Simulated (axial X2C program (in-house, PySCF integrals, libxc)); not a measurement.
## Correcting the dissociation energy of SeF⁺ for spin–orbit coupling

A spin-free PBE0 curve (one-electron X2C) was computed with an in-house relativistic program for diatomic molecules, basis Se dyall-v3z [8s9p6d1f], F dyall-v3z [6s5p2d1f] (cores contracted in-house), for the state M_S = 1, Λ = 0 (beyond evenly filled blocks: π+α, π-α). It gives D0 = 3.311 eV to Se+ + F, which in a spin-free picture are the weighted means of the ground terms.

Measured levels of the ground terms (NIST Handbook of Basic Atomic Spectroscopic Data), in cm⁻¹: Se+ 4S: J = 3/2 at 0; F 2P: J = 3/2 at 0, J = 1/2 at 404.1.

The molecular state has Λ = 0, so it has no first-order lowering.

(1) How far does each ground level lie under the (2J+1)-weighted mean of its term?

(2) Correct D0.

Second-order spin–orbit effects in the molecule, which grow quickly with Z, are left out. The state is one determinant whose occupation by symmetry is held fixed; it was picked as the lowest of a PBE0 search that is not exhaustive. De is counted from the lowest determinant-based energies of the atoms at the same level, without counterpoise correction.

Answers

(1) Se+: a single level, 0; F: (4 × 0 + 2 × 404.1)/6 = 135 cm⁻¹.

(2) D0 = 3.311 + (0 − 135)/8065.5 = 3.294 eV at PBE0 with these spin–orbit terms.
